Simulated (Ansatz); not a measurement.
Geometry optimisation, RKS PBE/STO-3G (Ansatz).

The input (input.yaml):

```yaml
crystal:
  periodic: [false, false, false]
  atoms:
    - { symbol: C, position_ang: [-1.0299, 1.3919, 1.2025] }
    - { symbol: C, position_ang: [-0.1745, 0.7411, 0.4984] }
    - { symbol: O, position_ang: [1.1041, 1.2194, 0.3796] }
    - { symbol: B, position_ang: [-0.4652, -0.6017, -0.2142] }
    - { symbol: Si, position_ang: [0.8162, -1.5959, -1.225] }
    - { symbol: Cl, position_ang: [-2.2446, -1.3068, -0.1298] }
    - { symbol: H, position_ang: [-2.0743, 1.099, 1.2959] }
    - { symbol: H, position_ang: [-0.7675, 2.3845, 1.6652] }
    - { symbol: H, position_ang: [1.4351, 2.1015, 0.8716] }
    - { symbol: H, position_ang: [1.3247, -0.7397, -2.2723] }
    - { symbol: H, position_ang: [0.67606, -0.58378, 0.04293] }
    - { symbol: H, position_ang: [0.2433, -2.8042, -1.7535] }
basis:
  gaussian: { orbitals: STO-3G }
hamiltonian:
  xc: pbe
relax:
  f_tol: 0.02
  max_steps: 50
```

Run as:

```bash
$ ansatz run input.yaml --threads 1 --pin off --max-ram 2048MiB --backend cpu --events-out ev --progress --plain --runs-dir out
```

Where does it end, and by what steps?

It converged. Limits of this set-up: minimal basis. After 13 steps the energy has fallen by 5.749 eV; H11 moved furthest, 1.79 Å. Parted: B4–H11.

```
step  energy less start (eV)  largest force component (eV/Å)  accepted
   0                  0.0000                           5.379       yes
   1                 -2.2481                           2.824       yes
   2                 -3.3778                           2.180       yes
   3                 -4.1171                           1.417       yes
   4                 -4.5629                           1.297       yes
   5                 -4.9713                           0.770       yes
   6                 -5.2672                           0.729       yes
   7                 -5.4825                           0.471       yes
   8                 -5.6446                           0.290       yes
   9                 -5.7306                           0.218       yes
  10                 -5.7479                           0.060       yes
  11                 -5.7489                           0.081       yes
  12                 -5.7492                           0.037       yes
  13                 -5.7495                           0.008       yes
```

```xyz
12
Properties=species:S:1:pos:R:3
C -1.176 1.628 1.222
C -0.276 0.865 0.514
O 1.088 1.237 0.339
B -0.620 -0.489 -0.177
Si 0.745 -1.523 -1.157
Cl -2.311 -1.082 -0.042
H -2.219 1.294 1.329
H -0.899 2.583 1.702
H 1.150 2.140 0.848
H 1.370 -0.693 -2.179
H 1.793 -1.948 -0.237
H 0.198 -2.707 -1.800
```

Whether the end is a true minimum wasn't checked by a vibrational analysis.

Time of the run: 35 s on 1 thread of Intel(R) Xeon(R) Platinum 8488C (Sapphire Rapids), with other jobs on the host, peak memory 0.2 GiB.
